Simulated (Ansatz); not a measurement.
Basis-set extrapolation for `CB1OC1C` (PBE0-D4/def2-TZVP geometry, frozen core, Ansatz). Multiplicity 1, RHF reference.

```json
{"": "HF", "def2-TZVPP": "-217.317894", "def2-QZVPP": "-217.328070"}
{"": "MP2 correlation", "def2-TZVPP": "-0.846895", "def2-QZVPP": "-0.903975"}
{"": "CCSD(T) correlation", "def2-TZVPP": "-0.920862", "def2-QZVPP": "not run"}
```

Energies in hartree. Use E(X) = E(∞) + A·exp(−7.88·√X) for Hartree–Fock and E(X) = E(∞) + B·X^(−2.97) for correlation, with X = 3 and 4, and add CCSD(T) minus MP2 of the smaller set to the MP2 limit.

Question: What is the CCSD(T) energy at the basis-set limit?

Answer: HF limit: -217.328070 + (-0.010176) × 0.13774 = -217.32947. MP2 limit: -0.903975 + (-0.057080) × 0.74074 = -0.94626. Higher-order term: -0.920862 − (-0.846895) = -0.07397. Total: -218.34970 hartree, 3.02 eV below CCSD(T)/def2-TZVPP.
